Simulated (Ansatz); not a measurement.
Si2Pt⁺, relaxed as a doublet with UKS B3LYP-D4/def2-TZVP in Ansatz, starting from the GFN1-xTB geometry. Force threshold 0.02 eV/Å.

In the def2 sets Pt takes a core potential; there is no spin–orbit coupling. The relaxation made no stability test and no search for a lower SCF solution. The structure comes from a short search, and lower isomers may exist.

Start:

```xyz
3

Pt   -1.193    0.045   -0.517
Si    0.118   -0.269    1.341
Si    1.075    0.224   -0.824
```

```tsv
step	energy (eV)	largest force component (eV/Å)	SCF passes
1	-18997.3923	1.397	66
2	-18997.4693	0.130	30
3	-18997.4735	0.021	26
4	-18997.4736	0.001	25
```

Force components are those of the run's own axes.

End:

```tsv
atom	x (Å)	y (Å)	z (Å)
Pt1	-1.129	0.043	-0.490
Si2	0.068	-0.278	1.369
Si3	1.062	0.235	-0.880
```

By distances, no bond broke or formed. The bond that changes most is Si2–Si3, from 2.42 to 2.51 Å (atoms count from 1).

No frequencies were taken in this run, so the end may be a saddle point.

It took 6.5 s on 4 threads of Arm Neoverse V2 on a shared host.
